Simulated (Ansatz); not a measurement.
Gas-phase reaction 2 R1 → P1, each structure at its B3LYP-D3(BJ)/def2-TZVP stationary point, reached from a drawn start (curvature not checked).
R1: OH (SMILES [OH]), charge 0, multiplicity 2.
P1, H2O2 (SMILES OO) (charge 0, multiplicity 1, Z-matrix in Å and degrees):
```
O
H 1 0.9680
O 1 1.4504 2 100.56
H 3 0.9681 1 100.56 2 -115.72
```

P less R. No zero-point or thermal terms; singlets are restricted closed shells; open shells are unrestricted; no spin–orbit coupling.

Correlated levels freeze the cores.

Run with Ansatz (Gaussian orbitals). No computed number here is a measurement.

Total energies in hartree:

| structure | PBE/def2-TZVPPD | r2SCAN/def2-TZVPPD | CCSD(T)/aug-cc-pVQZ |
|---|---|---|---|
| R1 | -75.685571 | -75.732049 | -75.664462 |
| P1 | -151.470249 | -151.545365 | -151.414244 |

Task: Work out the reaction energy at each level in kJ/mol (1 hartree = 2625.49964 kJ/mol), and say how far PBE/def2-TZVPPD lies from CCSD(T)/aug-cc-pVQZ.

Result: 
- PBE/def2-TZVPPD: (-151.470249) − 2 × (-75.685571) = -0.099107 hartree = -260.2 kJ/mol
- r2SCAN/def2-TZVPPD: (-151.545365) − 2 × (-75.732049) = -0.081267 hartree = -213.4 kJ/mol
- CCSD(T)/aug-cc-pVQZ: (-151.414244) − 2 × (-75.664462) = -0.085320 hartree = -224.0 kJ/mol
PBE/def2-TZVPPD less CCSD(T)/aug-cc-pVQZ: -36.2 kJ/mol. CCSD(T)/aug-cc-pVQZ is the level counted from, the highest shown, and no exact or measured value.

Ansatz is an electronic-structure program.
